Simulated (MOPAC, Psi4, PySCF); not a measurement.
Interaction energy of H2 ··· CHN (SMILES [H][H] and C#N). Monomers: optimised at B3LYP-D3(BJ) (def2-TZVP), held rigid. Orientation: lowest of the rigid-body minima from ten starts at GFN2-xTB. The monomers approach along the line of their centres of mass (distance R); nothing else relaxes.

Levels: RMP2/3-21G = restricted MP2 (frozen core)/3-21G, no counterpoise correction (PySCF 2.14.0); RKS-B3LYP/6-31G* = restricted B3LYP/6-31G*, spherical d, no counterpoise correction (PySCF); PM3, restricted, heats of formation (MOPAC); CCSD(T)/aug-cc-pVDZ = DF-CCSD(T)/aug-cc-pVDZ, frozen core, counterpoise-corrected (Psi4 1.11).

Interaction energies in kJ/mol; the last columns give the difference from CCSD(T):

| R / Å | RMP2/3-21G | RKS-B3LYP/6-31G* | PM3 | CCSD(T)/aug-cc-pVDZ | RMP2/3-21G − CCSD(T)/aug-cc-pVDZ | RKS-B3LYP/6-31G* − CCSD(T)/aug-cc-pVDZ | PM3 − CCSD(T)/aug-cc-pVDZ |
|---|---|---|---|---|---|---|---|
| 2.64 | 10.71 | 14.02 | 17.83 | 18.61 | -7.90 | -4.59 | -0.78 |
| 2.80 | 2.02 | 6.16 | 14.07 | 9.30 | -7.28 | -3.15 | 4.77 |
| 3.04 | -3.79 | 0.52 | 7.52 | 2.20 | -5.99 | -1.68 | 5.31 |
| 3.21 | -5.06 | -1.10 | 4.19 | -0.04 | -5.01 | -1.05 | 4.23 |
| 3.37 | -5.12 | -1.71 | 2.48 | -1.04 | -4.08 | -0.67 | 3.52 |
| 3.57 | -4.40 | -1.84 | 1.41 | -1.49 | -2.91 | -0.36 | 2.90 |
| 3.92 | -2.59 | -1.41 | 0.57 | -1.40 | -1.19 | -0.01 | 1.97 |
| 4.20 | -1.48 | -0.96 | 0.27 | -1.13 | -0.36 | 0.17 | 1.40 |
| 4.71 | -0.55 | -0.40 | 0.06 | -0.69 | 0.14 | 0.29 | 0.76 |
| 5.41 | -0.24 | -0.17 | 0.00 | -0.36 | 0.12 | 0.19 | 0.36 |
| 6.44 | -0.11 | -0.09 | 0.00 | -0.16 | 0.05 | 0.07 | 0.16 |
| 7.70 | -0.05 | -0.04 | 0.00 | -0.07 | 0.02 | 0.03 | 0.07 |

RMP2/3-21G is furthest from CCSD(T)/aug-cc-pVDZ at 2.64 (-7.90 kJ/mol, below); its mean absolute difference over the points is 2.92 kJ/mol.

RKS-B3LYP/6-31G* is furthest from CCSD(T)/aug-cc-pVDZ at 2.64 (-4.59 kJ/mol, below); its mean absolute difference over the points is 1.02 kJ/mol.

PM3 is furthest from CCSD(T)/aug-cc-pVDZ at 3.04 (5.31 kJ/mol, above); its mean absolute difference over the points is 2.19 kJ/mol.
